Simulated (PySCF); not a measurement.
**Energy profile**

The step: CH₅GaO ([CH3][GaH][OH]) → CH₃GaO ([CH3][Ga][O]) + H₂; bonds formed: H2–H4; bonds broken: Ga1–H2, O3–H4 (atoms numbered as in the saddle structure below).

```csv
atom,x (Å),y (Å),z (Å)
Ga1,0.4011,-0.5245,0.2089
H2,-1.0404,-1.7269,-0.5312
O3,0.9800,-2.0965,0.5116
H4,-0.2901,-2.1661,-0.1431
C5,0.0428,1.3598,0.0180
H6,0.8608,1.9472,0.4359
H7,-0.8827,1.6066,0.5398
H8,-0.0715,1.6003,-1.0397
```

Electronic energies by CCSD(T) at an estimated basis limit (MP2 extrapolated from triple and quadruple zeta, plus CCSD(T) − MP2 in triple zeta), on PBE0-D4/def2-TZVP structures; CH5GaO, singlet; no counterpoise correction. Program: PySCF 2.14 with density fitting (its default auxiliary sets; JK sets also for MP2 and CCSD(T)). Basis: def2-TZVPP and def2-QZVPP. Cores are frozen in the correlated methods. Filled d shells of the heavier atoms are correlated. The def2 sets are not built for correlating such inner shells, so the correlated values are less sure here. Extrapolation: Hartree–Fock as exp(−7.88 √X), correlation as X^−2.97.

Give the profile in kJ/mol, counted from the start structure. (Judge from chemistry; the value comes from the calculation.)

By the calculation:
```
                                                                                              point  kJ/mol
                                                                                    start structure     0.0
                                                                                             saddle   283.3
                                                                                      end structure   195.7
separated: CH3GaO (linked as [CH3][Ga][O]; Ga1, O3, C5, H6, H7, H8; singlet) + H2 (H2, H4; singlet)   199.7
```

T1 diagnostic: at most 0.025.

For scale, one of the runs: CCSD(T)/def2-TZVPP, 180 basis functions, launched by `OMP_NUM_THREADS=4 python run.py`. Hardware: 4 CPU threads of an Arm Neoverse V2, shared host. Wall time 5 min; peak host memory 2 GiB.
